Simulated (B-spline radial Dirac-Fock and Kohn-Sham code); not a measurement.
**Kohn-Sham estimates against Dirac-Fock for the levels of Tm²⁺**

System: the Tm²⁺ ion, 1s2 2s2 2p6 3s2 3p6 3d10 4s2 4p6 4d10 4f13 5s2 5p6.

The density-functional columns are spherical, spin-unpolarised Dirac-Kohn-Sham results without Breit or QED terms: −ε is minus the orbital energy of the initial state and ΔSCF the difference of two total energies. The reference in the last column comes from ΔSCF Dirac-Fock with Breit, self-energy and vacuum polarisation, finite nucleus, configuration average. All numbers are from a B-spline atomic structure program, in eV; a selection of levels is shown. For the 1s level of heavy atoms much of the gap between ΔSCF and the reference is the Breit and QED part, -276.6 eV here; for other levels the error of the functional can be larger.

```csv
level,PBE −ε,PBE ΔSCF,LDA −ε,LDA ΔSCF,Dirac-Fock
K (1s),59217.5,59721.9,59165.0,59667.8,59402.1
L1 (2s),9997.4,10086.7,9990.0,10079.6,10137.3
L2 (2p1/2),9530.9,9646.1,9527.6,9643.0,9632.5
L3 (2p3/2),8550.7,8651.7,8548.6,8649.7,8663.4
M1 (3s),2257.9,2282.1,2255.8,2280.1,2327.4
M2 (3p1/2),2052.4,2078.4,2051.5,2077.7,2107.1
M3 (3p3/2),1845.4,1869.1,1844.8,1868.7,1899.5
M4 (3d3/2),1494.3,1523.4,1494.4,1523.5,1528.4
M5 (3d5/2),1449.1,1477.3,1449.2,1477.5,1484.1
N1 (4s),456.3,466.9,455.4,466.0,490.2
N2 (4p1/2),373.6,384.2,373.2,383.8,401.0
N3 (4p3/2),326.9,337.2,326.3,336.7,354.5
N4 (4d3/2),190.8,200.9,190.8,200.9,207.5
N5 (4d5/2),182.3,192.3,182.2,192.3,199.0
"N6,7 (4f)",17.52,26.33,17.85,26.68,21.00
O1 (5s),67.87,75.37,68.16,75.69,76.92
O2 (5p1/2),45.55,52.58,45.87,52.92,50.37
O3 (5p3/2),39.80,46.50,40.05,46.78,44.62
```

Question: Order the estimates of the K (1s) level by their distance from the Dirac-Fock value, nearest first.
A. LDA −ε
B. LDA ΔSCF
C. PBE ΔSCF
D. PBE −ε

Answer: D (184.6 eV), A (237.1 eV), B (265.7 eV), C (319.8 eV).

An eigenvalue near the reference for a deep level is a cancellation of errors: it lacks relaxation, carries self-interaction and omits Breit and QED terms.

Values without a named source are computed, but for edge energies of neutral atoms, which are taken from tables.
